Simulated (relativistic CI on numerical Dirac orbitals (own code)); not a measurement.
Tc²⁺: 4p photoemission

Computed with this model: Dirac-Coulomb-Breit CI, separate exchange-only KLI orbitals for each configuration, a model potential for QED, valence Slater integrals scaled by 0.8, multiplet model of photoemission in the sudden approximation; configurations [Kr] 4d5 → [Ar] 3d10 4s2 4p5 4d5; 80 K; Lorentzian 1.68 eV and Gaussian 0.6 eV FWHM. Energies are those of the free ion, without screening or charge transfer. The energies are binding energies and can lie tens of eV above those of solids. S is read from ⟨S²⟩ = S(S + 1).

Field parameters in Wybourne normalisation: D3d B²₀ = −7Dσ, B⁴₀ = −14Dq − 21Dτ, B⁴₃ = −14√(10/7) Dq. The field is a parameter set, without covalency.

Peaks in eV (height, largest 100): 65.4 (100), 80.0 (52).

(1) Which surroundings give this spectrum?
A. D3d, 10Dq = 27800, Dσ = 240, Dτ = -330 cm⁻¹
B. D3d, 10Dq = 27800, Dσ = -1200, Dτ = -330 cm⁻¹
C. free ion

Answers

(1) C. free ion, where the ground state has S = 2.49.
